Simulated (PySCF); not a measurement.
Excitations are Tamm–Dancoff values on a coarser integration grid. The basis has no diffuse functions, so Rydberg states are missing or too high.

## C3H3F, SMILES `C(#C)CF` (charge 0, multiplicity 1)

Calculation: PBE-D3(BJ)/def2-TZVP // B3LYP-D3(BJ)/def2-TZVP run with PySCF 2.14.0.

```
Item                                                          Result
--------------------------------------  ----------------------------
HOMO                                                        -6.95 eV
dipole moment                                                 1.67 D
LUMO                                                        -1.06 eV
HOMO–LUMO gap                                                5.89 eV
S1 excitation (TDA)                                          5.98 eV
S1 oscillator strength                                         0.000
T1 excitation (TDA)                                          5.26 eV
S1–T1 gap (TDA)                                              0.71 eV
vertical ionisation energy (Delta-SCF)                      10.50 eV
total energy                                            -215.7220 Ha
cost                                    very roughly 40 core-seconds
```

Bonds (Å): C1–C2 1.199, C1–H5 1.063, C2–C3 1.453, C3–F4 1.395, C3–H6 1.092, C3–H7 1.092. Angles (°): C2–C1–H5 179.8, C1–C2–C3 179.2, C2–C3–F4 111.2, C2–C3–H6 110.7, C2–C3–H7 110.7, F4–C3–H6 107.6, F4–C3–H7 107.6, H6–C3–H7 109.0.
